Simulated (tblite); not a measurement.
C8H9P.
Bonds: C1–C2 (triple), C2–P3, P3–C4, C4–C5 (double), C5–C6, C6–C7, C6–C8, C8–C9 (double), P3–C9. Hydrogens: H10 on C1; H11 on C4; H12 on C5; H13 on C6; H14, H15, H16 on C7; H17 on C8; H18 on C9.

Computed with GFN2-xTB (tblite), gas phase: L-BFGS steps from a force-field or distance-geometry start until the largest atomic force falls under 0.01 eV/Å.

Step 61: E = -655.9794 eV
```
atom  x, y, z in Å  |  force x, y, z in eV/Å
C1      3.9373   -0.2926   -0.6086    0.069  -0.028  -0.025
C2      2.9038    0.1753   -0.2140   -0.110  -0.026  -0.002
P3      1.3927    0.8929    0.3677    0.052   0.054  -0.017
C4      0.7485   -0.5762    1.2167    0.019   0.008  -0.032
C5     -0.4930   -1.0013    1.0372   -0.011   0.013   0.039
C6     -1.4726   -0.3565    0.0980   -0.050   0.005   0.006
C7     -2.2090    0.7924    0.8094    0.011  -0.011  -0.010
C8     -0.7924    0.1499   -1.1424   -0.003   0.019   0.003
C9      0.4279    0.6655   -1.1547    0.006   0.001   0.010
H10     4.8269   -0.7247   -0.9627    0.050   0.020   0.007
H11     1.4262   -1.0646    1.9018    0.012  -0.008   0.070
H12    -0.8571   -1.8549    1.5924   -0.042  -0.042  -0.020
H13    -2.2144   -1.1059   -0.1975   -0.049  -0.004   0.013
H14    -2.7218    0.4201    1.6949    0.024   0.015  -0.024
H15    -2.9428    1.2404    0.1414    0.027  -0.005   0.017
H16    -1.4961    1.5587    1.1124   -0.007  -0.037  -0.017
H17    -1.3603    0.0755   -2.0610   -0.011  -0.041   0.012
H18     0.8875    1.0122   -2.0691    0.012   0.066  -0.029
```

Step 62: E = -655.9816 eV
```
atom  x, y, z in Å  |  force x, y, z in eV/Å
C1      3.9421   -0.2834   -0.6045    0.070  -0.020  -0.019
C2      2.8991    0.1693   -0.2163   -0.069  -0.026  -0.010
P3      1.3884    0.8860    0.3660    0.048   0.060  -0.030
C4      0.7441   -0.5823    1.2165    0.014   0.026  -0.047
C5     -0.4988   -1.0032    1.0369    0.029  -0.037   0.012
C6     -1.4768   -0.3598    0.0964   -0.067   0.023   0.031
C7     -2.2009    0.7949    0.8092    0.009   0.017   0.005
C8     -0.7977    0.1449   -1.1446    0.007   0.017  -0.012
C9      0.4216    0.6633   -1.1570    0.002  -0.032   0.018
H10     4.8415   -0.7019   -0.9524    0.017   0.021   0.011
H11     1.4204   -1.0716    1.9029    0.005   0.001   0.058
H12    -0.8602   -1.8595    1.5878   -0.069  -0.063   0.007
H13    -2.2270   -1.1035   -0.1933   -0.020  -0.007   0.006
H14    -2.7091    0.4304    1.7010   -0.001   0.014  -0.059
H15    -2.9299    1.2505    0.1411    0.005  -0.015   0.044
H16    -1.4792    1.5537    1.1082    0.012  -0.010  -0.016
H17    -1.3660    0.0705   -2.0631   -0.010  -0.043   0.016
H18     0.8797    1.0080   -2.0730    0.019   0.073  -0.015
```

Question: Estimate the geometry and energy of step 63. (The exact step hangs on the optimiser's Hessian estimate; all steps are aligned on step 62, rigid shifts and turns removed.)

Answer: E = -655.9840 eV, largest force 0.146 eV/Å
```
atom  x, y, z in Å  |  force x, y, z in eV/Å
C1      3.9465   -0.2510   -0.5884    0.105  -0.028  -0.026
C2      2.8905    0.1778   -0.2097   -0.144   0.015   0.016
P3      1.3671    0.8777    0.3653    0.051   0.008  -0.057
C4      0.7317   -0.6003    1.2096    0.009   0.072  -0.057
C5     -0.5106   -1.0219    1.0270    0.016  -0.077  -0.006
C6     -1.4897   -0.3680    0.0935   -0.083   0.049   0.073
C7     -2.1730    0.8101    0.8123    0.060   0.034   0.019
C8     -0.8100    0.1236   -1.1533   -0.018   0.002   0.008
C9      0.4070    0.6472   -1.1634    0.013  -0.035   0.047
H10     4.8588   -0.6488   -0.9265    0.016   0.012   0.006
H11     1.4077   -1.0884    1.8974    0.009  -0.004   0.035
H12    -0.8680   -1.8876    1.5654   -0.076  -0.055   0.018
H13    -2.2621   -1.0962   -0.1828    0.037   0.034   0.014
H14    -2.6765    0.4689    1.7171    0.003   0.002  -0.103
H15    -2.8970    1.2850    0.1516    0.015  -0.024   0.065
H16    -1.4204    1.5474    1.0970   -0.047  -0.038  -0.041
H17    -1.3764    0.0389   -2.0719   -0.002  -0.037   0.014
H18     0.8657    0.9918   -2.0785    0.037   0.068  -0.025
```

The energy changes by -0.0023 eV. The first-order estimate −F·Δx gives -0.0039 eV and the mean of the old and new forces, exact on a quadratic surface, -0.0023 eV. The step makes an angle of 84° with the force vector and moves no atom by more than 0.062 Å.

The cost below is that of the whole relaxation. The run took 0.6 s of wall time on one thread of an Arm Neoverse V1, shared host.
